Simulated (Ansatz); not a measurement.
Consider the hydrogenolysis of the Se–Si bond: `C[SiH](F)[SeH]` + H₂ → H₂Se + `C[SiH2]F`.

Program: Ansatz. Geometries: PBE0-D4/def2-TZVP. ΔE: electronic, gas phase. CCSD(T)/CBS is the MP2 limit (def2-TZVPP, def2-QZVPP) plus CCSD(T) − MP2 in def2-TZVPP, frozen cores. This one scheme is used for every species. Functionals use def2-TZVPP. For Se outer-core shells are correlated without core-valence functions, which leaves a few kJ/mol of doubt a bond. Scalar relativity is left out up to krypton. Each species was taken in one conformer, which may not be the lowest.

| level | ΔE (kcal/mol) |
| --- | --- |
| r2SCAN0-D4 | 12.6 |
| ωB97M-V | 11.8 |

Task: What does CCSD(T)/CBS give? (Estimate.)

Result: Computed: +12.5 kcal/mol. The listed levels differ from it by 0.1, -0.7 kcal/mol.

Largest T1 diagnostic among the species: 0.010.

Leaving LDA and LC-ωPBE aside and taking each functional with its dispersion term where it has one, the values, not all of them listed here, spread over 4.3 kcal/mol, from CAM-B3LYP-D4 to revPBE-D4. LDA lies +0.8 kcal/mol from PBE without D4. From BLYP to BHLYP (50 % exact exchange), in def2-TZVPP and without D4, ΔE moves by −0.8 kcal/mol. The D4 term adds +2.7 kcal/mol with B3LYP and +1.5 kcal/mol with PBE0; it sums over pairs of atoms, weighted by their polarisabilities, and B3LYP, whose exchange is more repulsive, gets the larger term.

B3LYP here is the variant with VWN-RPA as its local correlation; programs differ in this.
